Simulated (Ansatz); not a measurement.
H₂OSi, triplet, at a GFN2-xTB geometry (a higher spin typed on purpose: for a closed-shell molecule this is an excited state).

Input for Ansatz (a program for electronic structure):
Ansatz 0.2 input:
```yaml
crystal:
  periodic: [false, false, false]
  atoms:
    - {symbol: Si, position_ang: [0.06957115, -0.44374148, 0.00392664]}
    - {symbol: O, position_ang: [-0.17058125, 1.08800809, -0.00962772]}
    - {symbol: H, position_ang: [-0.99443389, -1.43247912, -0.00059018]}
    - {symbol: H, position_ang: [1.38508776, -1.05920486, 0.02263895]}
basis:
  gaussian:
    orbitals: def2-TZVP
hamiltonian:
  xc: cam_b3lyp
magnetization: {spin_polarized: true, initial_magnetization: 2}
```

**Question.** What is the computed number of basis functions (CAM-B3LYP/def2-TZVP run with Ansatz)?

**Answer.** 80

**Question.** What is the computed total energy (CAM-B3LYP/def2-TZVP)?

**Answer.** -365.7956 Eh

**Question.** What is the computed <S^2> (CAM-B3LYP/def2-TZVP)?

**Answer.** 2.008
